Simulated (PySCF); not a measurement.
## Core binding energy against partial charge

C6H6N2.
Geometry (PBE0-D3(BJ)/def2-SVP, Å), atoms numbered from 1 in this order:
```xyz
14
C6H6N2 angstrom
N     -3.8612    1.0020   -0.2656
C     -2.9994    0.2338   -0.1921
C     -1.8937   -0.7154   -0.0840
C     -0.6249   -0.0587    0.3825
C      0.5018   -0.0351   -0.3285
C      1.7706    0.6216    0.1378
C      2.8768   -0.3274    0.2443
N      3.7388   -1.0954    0.3164
H     -2.1981   -1.5064    0.6235
H     -1.7472   -1.2012   -1.0614
H     -0.6619    0.4221    1.3668
H      0.5388   -0.5159   -1.3128
H      2.0743    1.4134   -0.5690
H      1.6246    1.1063    1.1158
```

Binding energies: delta-SCF UKS SCAN, pcX-2 on the ionised atom, pcseg-1 elsewhere, spin-free X2C (PySCF 2.14.0). Charges: PBE0/pcSseg-1 ground-state density, for the ionised atom.

```
atom                   environment  C 1s (eV)  Mulliken (e)  IAO (e)  Hirshfeld (e)  ESP (e)
  C4              alkene CH carbon     291.57        -0.146   -0.130         -0.029   -0.095
  C2                nitrile carbon     292.58        +0.060   +0.136         +0.082   +0.415
  C3  sp3 carbon next to a nitrile     292.87        -0.168   -0.292         -0.033   -0.384
```

Problem. Give the correlation coefficient and slope of binding energy on charge for each scheme.

Solution. Hirshfeld: r = 0.27, slope 2.8 eV per e; Mulliken: r = 0.22, slope 1.2 eV per e; ESP: r = -0.06, slope -0.1 eV per e; IAO: r = -0.07, slope -0.2 eV per e. On 3 points no scheme stands out.

Problem. The point-charge model writes a binding energy as kq + V + constant, with V the potential of the other atoms' charges at the site. What does it give with the IAO charges?

Solution. V = Σ 14.40 eV Å × q/r over all other atoms: +1.08 eV at C4, -3.19 eV at C2, +4.64 eV at C3. Fitting binding energy − V to q gives k = 17.9 eV per e and leaves an rms residual of 0.28 eV, against 0.56 eV for the fit on q alone. The model has no term for differences in relaxation between sites.

Isolated species at its PBE0-D3(BJ)/def2-SVP geometry (one conformer only).
